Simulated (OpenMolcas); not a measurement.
# Cr2+: moving the ligands

Cr2+ with 4 ligands (chloride) in tetrahedral coordination (Td) at 2.43 Å. A charge of +0.5 e stands 2.6 Å behind each ligand. Ligand basis ANO-RCC-VDZP.
```
Cr    0.0000    0.0000    0.0000
Cl    1.4030    1.4030    1.4030
Cl    1.4030   -1.4030   -1.4030
Cl   -1.4030    1.4030   -1.4030
Cl   -1.4030   -1.4030    1.4030
```

| Item | Value |
| --- | --- |
| Program | OpenMolcas |
| Method | SS-CASPT2, IPEA 0.25 Eh, imaginary shift 0.1 Eh (closed shells correlated: 3s 3p and the ligand valence shells) |
| Basis | ANO-RCC-VDZP [5s4p2d1f] |
| Scalar Hamiltonian | DKH2, point nucleus |
| Active space | 4 electrons in 5 orbitals (3d) |
| State averaging | 2S+1 = 5 even, 5 roots; 2S+1 = 3 even, 45 roots; 2S+1 = 1 even, 50 roots |
| Spin-orbit coupling | RASSI with atomic mean-field integrals over the reference wave functions |

Runs around this geometry, states (labels of Td). Energies in cm-1 above the lowest state or level, χT in cm3 K/mol; under a threefold ground state the first gap can be a small split of the lowest multiplet, not the spin-orbit step.

```
R (Å)  Ground state  First state of that spin  First gap with spin-orbit (degeneracies)  χT at 300 K  First state of another spin
 2.38           5T2                   5E 3510                                 16 (1, 3)        2.667                    3T1 15200
 2.43           5T2                   5E 3180                                 17 (1, 3)        2.650                    3T1 15520
 2.49           5T2                   5E 2850                                 18 (1, 3)        2.631                    3T1 15830
```

Taking the first state of the same spin as R^-n, n = -ln(2850 / 3510) / ln(2.49 / 2.38) = 4.6 between the shortest and longest distance.

Roots that are degenerate in the reference are averaged as groups; the widest CASPT2 spread within a group is 930 cm-1 (the 3-fold group of multiplicity 3 near 41700 cm-1 above the lowest state of its run, R = 2.38). Shifts and gaps below about the spread of the groups concerned are not significant. Over all roots computed the reference weight is 0.73 to 0.75 in R = 2.38, 0.73 to 0.75 in R = 2.43, 0.73 to 0.75 in R = 2.49; a low but even weight reflects the number of correlated electrons. An orbital triplet at a regular site is open to Jahn-Teller coupling, which can distort the site and quench the lowest spin-orbit gaps and is left out. Ligand-to-metal charge-transfer states are missing. These CASPT2 states fit no ligand-field parameters well, so their order and spin gaps are uncertain. With no ligand orbital active B as a rule stays too high, so bands that hang on it stand too high and its fall with covalency is understated. With one d shell and no ligand orbital active, 10Dq can be off by tens of per cent for divalent 3d ions, low with halides held by bare charges and at times high in hosts. Free-ion shares, where given, are those of the reference states; single-state CASPT2 does not remix them. No measured value stands beside these numbers; the geometry was imposed, not optimised, and the real ion may take another.
